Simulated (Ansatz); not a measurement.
Computed with frozen-core CCSD(T)/cc-pVTZ // PBE-D3(BJ)/def2-TZVP run with Ansatz (a quantum-chemistry and plane-wave program).

Ansatz 0.2 input:
```yaml
crystal:
  periodic: [false, false, false]
  atoms:
    - { symbol: N, position_ang: [-1.332935, 0.141118, -0.589662] }
    - { symbol: C, position_ang: [-0.093312, 0.203627, -0.319959] }
    - { symbol: S, position_ang: [0.739163, -0.578748, 1.046865] }
    - { symbol: H, position_ang: [-1.860765, -0.433247, 0.083443] }
    - { symbol: H, position_ang: [0.569655, 0.789486, -0.970312] }
    - { symbol: H, position_ang: [1.978193, -0.122235, 0.749624] }
basis:
  gaussian: { orbitals: cc-pVTZ }
correlation:
  method: ccsd_t
```

Output:

```
Functional definition: HF
783 factors; integrals over basis functions are off by at most 8.3e-4 eV
mean field evaluation 1: about -13374.9340 eV, gradient 3.2e1 eV
mean field evaluation 2: about -13374.9393 eV, gradient 3.2e1 eV
mean field evaluation 4: about -13377.5809 eV, gradient 3.5e0 eV
mean field evaluation 8: about -13377.6650 eV, gradient 2.4e-1 eV
mean field evaluation 16: about -13377.5750 eV, gradient 3.5e0 eV
mean field -13377.66548799 eV, -491.6201389762 hartree, gradient 6.4e-6 eV, S^2 0.000000; 0 other end points of the search recorded, 0 dependent functions left out
7 core orbitals not correlated
reference -13377.66548799 eV, -491.6201389762 hartree; 9, 9 occupied and 120, 120 virtual orbitals, 783 factors
second order -14.79735302 eV of doubles, -0.00000000 eV of singles
cycle   1  -15.02858370 eV  change   -2.3e-1 eV  update   9.3e-2
cycle   2  -15.44665304 eV  change   -4.2e-1 eV  update   2.9e-2
cycle   3  -15.54610771 eV  change   -9.9e-2 eV  update   1.5e-2
cycle   4  -15.53817182 eV  change    7.9e-3 eV  update   3.9e-3
cycle   5  -15.53873652 eV  change   -5.6e-4 eV  update   1.9e-3
cycle   6  -15.53898554 eV  change   -2.5e-4 eV  update   5.7e-4
cycle   7  -15.53868397 eV  change    3.0e-4 eV  update   2.5e-4
cycle   8  -15.53866071 eV  change    2.3e-5 eV  update   1.0e-4
cycle   9  -15.53866149 eV  change   -7.8e-7 eV  update   3.6e-5
cycle  10  -15.53864120 eV  change    2.0e-5 eV  update   1.6e-5
perturbative correction -0.75085724 eV, -0.0275934947 hartree
Total energy: -13393.95498643 eV, -492.2187670024 hartree
```

Cost: around 15 core-seconds (rough).
